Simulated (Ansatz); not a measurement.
Saddle point of GeSiH7F, closed shell (GeSiH₆ ([SiH3][GeH3]) + HF → GeH₃F ([F][GeH3]) + SiH₄; bonds formed: Ge1–F7, Si2–H6; bonds broken: Ge1–Si2, H6–F7), PBE0-D4/def2-TZVP structure:

```tsv
atom	x (Å)	y (Å)	z (Å)
Ge1	-0.7759	1.0816	0.0691
Si2	0.6207	-1.2482	-0.2831
H3	-0.3154	2.3536	-0.6397
H4	-1.7272	1.2159	1.2563
H5	-1.4904	0.1941	-0.9958
H6	0.7854	0.2075	0.7096
F7	0.8222	1.2598	1.3636
H8	0.7679	-1.0630	-1.7482
H9	-0.5448	-2.1195	0.0103
H10	1.8573	-1.8819	0.2581
```

Energies are electronic, without zero-point energy. Barriers and step energies count from the start structure reached by relaxing down the imaginary mode; all methods use the PBE0-D4 structures, on which another method's saddle can fall below an end. Computed with Ansatz 0.2.0 (basis: def2-TZVPP, with def2-QZVPP for the basis limit); correlated methods freeze the cores. Filled d shells of the heavier atoms are correlated. The def2 sets are not built for correlating such inner shells, so the correlated values are less sure here. B3LYP uses VWN-RPA correlation. Extrapolation: Hartree–Fock as exp(−7.88 √X), correlation as X^−2.97.

| method | barrier (kcal/mol) | step energy (kcal/mol) |
| --- | --- | --- |
| SPW92 | 33.93 | -0.86 |
| PBE-D4 | 38.94 | -3.93 |
| BLYP-D4 | 41.11 | -8.40 |
| r2SCAN-D4 | 42.05 | -7.05 |
| B97M-V | 44.45 | -9.35 |
| PBE0-D4 | 44.74 | -4.54 |
| B3LYP-D4 | ? | -8.52 |
| r2SCAN0-D4 | 46.51 | -6.67 |
| BHLYP-D4 | 51.16 | -9.96 |
| CAM-B3LYP-D4 | 46.52 | -9.93 |
| wB97X-V | 46.68 | -9.26 |
| wB97M-V | 45.98 | -8.47 |
| B2PLYP | ? | -9.65 |
| PBE-QIDH | 48.21 | -6.58 |
| RPA on PBE | 47.30 | -9.65 |
| HF | 62.03 | -16.38 |
| MP2 | ? | -8.13 |
| CCSD | 52.02 | -8.65 |
| CCSD(T) | 49.11 | -7.83 |

**Question.** Fill in the withheld barriers. (To be estimated.)

**Answer.** Computed: B2PLYP 47.00; MP2 48.45; B3LYP-D4 45.50 kcal/mol. Each is the energy of the saddle less that of the start structure, by the same method.

For comparison, the barrier by CCSD(T) at an estimated basis limit (MP2 extrapolated from triple and quadruple zeta, plus CCSD(T) − MP2 in triple zeta) is 49.47 kcal/mol.

No T1 diagnostic of these runs exceeds 0.015. The end structure is not quite a true minimum (one mode of 41i cm⁻¹).

Steps of this kind, hydrogen fluoride cutting a network bond, underlie vapour etching and the fluorination step of atomic layer etching.

Labels in which every atom is bracketed show which atoms are joined, not bond orders.

For scale, one of the runs: CCSD(T)/def2-TZVPP, 219 basis functions, launched by `ansatz run in.yaml --threads 4 --pin off --events-out ev --progress --plain --max-ram 9574MiB`. Time: 110 s of wall clock on 4 CPU threads of an Intel Xeon; the host was shared. Peak host memory: 3.2 GiB.
